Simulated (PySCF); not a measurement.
System: C4H6B, net charge 0, doublet state. It need not be the lowest isomer of its formula. 
Geometry from a B3LYP-D3(BJ)/def2-TZVP (Ansatz) optimisation:
SMILES: C#CB([CH2])C
```xyz
11

C      2.2803    -0.1283    -0.1524
C      1.0777    -0.0369    -0.0660
B     -0.4384     0.0764     0.0424
C     -1.0307     1.4358     0.4175
C     -1.3310    -1.1877    -0.2305
H      3.3378    -0.2091    -0.2284
H     -2.1000     1.5980     0.5147
H     -0.4225     2.3137     0.6076
H     -2.4012    -1.0026    -0.1274
H     -1.0554    -2.0030     0.4472
H     -1.1440    -1.5768    -1.2372
```
Charge 0, spin multiplicity 2.

Dispersion corrections to the total energy (kcal/mol) from the dftd3 and dftd4 libraries through PySCF: D3(BJ) without and D4 with the three-body term, each with the damping fitted for the functional named.

```json
[
 {"functional": "TPSSh", "D3(BJ)": "-5.41", "D4": "-5.47"},
 {"functional": "BLYP", "D3(BJ)": "-9.82", "D4": "-9.84"},
 {"functional": "revPBE", "D3(BJ)": "-11.78", "D4": "-14.40"},
 {"functional": "PW6B95", "D3(BJ)": "-2.33", "D4": "-3.85"},
 {"functional": "B3LYP", "D3(BJ)": "…", "D4": "-7.10"},
 {"functional": "r2SCAN", "D3(BJ)": "…", "D4": "-1.15"},
 {"functional": "PBE", "D3(BJ)": "…", "D4": "-4.45"}
]
```

Task: Fill in the missing entries.

Result: 
- B3LYP, D3(BJ): -8.02
- r2SCAN, D3(BJ): -1.35
- PBE, D3(BJ): -4.67
